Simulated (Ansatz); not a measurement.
trifluoroacetic acid (C₂HF₃O₂), SMILES O=C(O)C(F)(F)F.

The structure is a stationary point at PBE-D3(BJ)/def2-SVP. One conformer was computed; it need not be the lowest.

Two levels are set side by side: PBE/def2-SVPD (Ansatz, a first-principles code) and PBE0/def2-SVPD (Ansatz). Energy differences of separate SCF runs at the same geometry; the states with an electron removed or added have multiplicity 2 and 2. Differences are taken from unrounded values.

```tsv
quantity	PBE0
vertical ionisation energy (eV)	11.92
vertical singlet–triplet gap (eV)	4.89
```

Task: What does PBE give, and how far is it from PBE0? (An estimate is asked for; the answer gives what the named calculation found.)

Result: 
```tsv
quantity	PBE	PBE minus PBE0
vertical ionisation energy (eV)	11.54	-0.38
vertical singlet–triplet gap (eV)	4.91	0.02
```
